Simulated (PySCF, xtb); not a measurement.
C2H10O2Si2, SMILES O[SiH2]CC[SiH2]O.

xtb with GFN2-xTB at its own geometry gives an orbital gap of 5.93 eV and a dipole moment of 2.57 D.

Geometry: PBE0-D3(BJ)/def2-SVP. The structure was generated by enumeration, and PubChem lists no compound with its InChIKey, so it may never have been made. Other conformers were not sampled.

Q: What does r2SCAN/def2-TZVP in PySCF give? (The exact figures need the calculation; the answer reports its results.)

A: gap 6.66 eV (levels -6.91 and -0.25 eV), dipole 2.75 D.
